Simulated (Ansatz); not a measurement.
Consider the redistribution: `C=C[SiH2][SiH3]` + `[SiH3][SiH2][GeH2][SiH2][GeH3]` → `[SiH3][SiH2][SiH2][GeH2][SiH2][SiH3]` + `C=[CH][GeH3]`.

Isolated molecules relaxed with PBE0-D4/def2-TZVP in Ansatz; ΔE leaves out vibrations. CCSD(T)/CBS adds triple-zeta CCSD(T) − MP2 to the extrapolated MP2 energy (def2 sets, frozen cores). Functionals use def2-TZVPP. B3LYP here is the variant with VWN-RPA as its local correlation; programs differ in this. HSE06 is defined as in plane-wave codes. For Ge outer-core shells are correlated without core-valence functions, which leaves a few kJ/mol of doubt a bond. Scalar relativity is left out up to krypton. Each species was taken in one conformer, which may not be the lowest.

`C=C[SiH2][SiH3]`:

Cartesian coordinates in Å:
```
C -0.042 -0.605 2.266
C 0.228 0.303 1.332
Si 0.856 -0.125 -0.367
Si -0.742 0.413 -1.995
H 0.114 -1.666 2.093
H -0.428 -0.331 3.243
H 0.048 1.351 1.568
H 2.105 0.632 -0.667
H 1.157 -1.583 -0.415
H -1.984 -0.379 -1.783
H -1.088 1.859 -1.913
H -0.226 0.131 -3.362
```

`[SiH3][SiH2][GeH2][SiH2][GeH3]`:

Cartesian coordinates in Å:
```
Si -0.908 0.574 2.442
Si 1.182 0.761 1.414
Ge 1.543 -1.127 0.007
Si -0.341 -1.380 -1.427
Ge -0.868 0.715 -2.423
H -0.950 -0.657 3.278
H -1.201 1.750 3.305
H -1.965 0.470 1.399
H 2.258 0.871 2.439
H 1.212 1.988 0.571
H 2.814 -0.924 -0.839
H 1.739 -2.393 0.863
H -0.072 -2.393 -2.485
H -1.504 -1.843 -0.621
H -2.048 0.596 -3.402
H 0.349 1.260 -3.190
H -1.242 1.733 -1.332
```

`[SiH3][SiH2][SiH2][GeH2][SiH2][SiH3]`:

Cartesian coordinates in Å:
```
Si -1.047 2.261 -1.003
Si 0.878 2.020 0.302
Si 0.339 0.841 2.245
Ge -0.671 -1.233 1.650
Si 0.627 -2.387 0.016
Si 0.201 -1.644 -2.161
H -1.981 3.207 -0.333
H -0.730 2.779 -2.361
H -1.734 0.949 -1.141
H 1.446 3.360 0.622
H 1.908 1.246 -0.448
H 1.563 0.566 3.049
H -0.601 1.640 3.080
H -0.822 -2.116 2.905
H -2.083 -0.978 1.090
H 2.073 -2.213 0.332
H 0.317 -3.843 0.083
H 0.936 -2.488 -3.142
H -1.255 -1.733 -2.448
H 0.635 -0.233 -2.337
```

`C=[CH][GeH3]`:

Z-matrix (Å, degrees):
```
Ge
C 1 1.938
H 1 1.539 2 110.6
H 1 1.538 2 108.6 3 -120.2
H 1 1.539 2 110.6 3 119.5
C 2 1.327 1 123.1 3 120.1
H 2 1.088 1 118.1 3 -59.9
H 6 1.087 2 121.9 1 -180.0
H 6 1.086 2 122.0 1 0.0
```

```csv
level,ΔE (kJ/mol)
PBE-D4,17.2
B3LYP-D4,20.2
HSE06,22.6
SCS-MP2/def2-QZVPP,20.5
```

**Question.** What does CCSD(T)/CBS give? (Best estimate.)

**Answer.** The calculation gave: +18.0 kJ/mol. The listed levels differ from it by -0.8, 2.2, 4.6, 2.5 kJ/mol.

Largest T1 diagnostic among the species: 0.013.

The D4 term adds −8.3 kJ/mol with B3LYP and −5.1 kJ/mol with PBE0; it sums over pairs of atoms, weighted by their polarisabilities, and B3LYP, whose exchange is more repulsive, gets the larger term. Leaving LDA and LC-ωPBE aside and taking each functional with its dispersion term where it has one, the values, not all of them listed here, spread over 7.8 kJ/mol, from revPBE-D4 to B2PLYP. LDA lies −5.2 kJ/mol from PBE without D4.
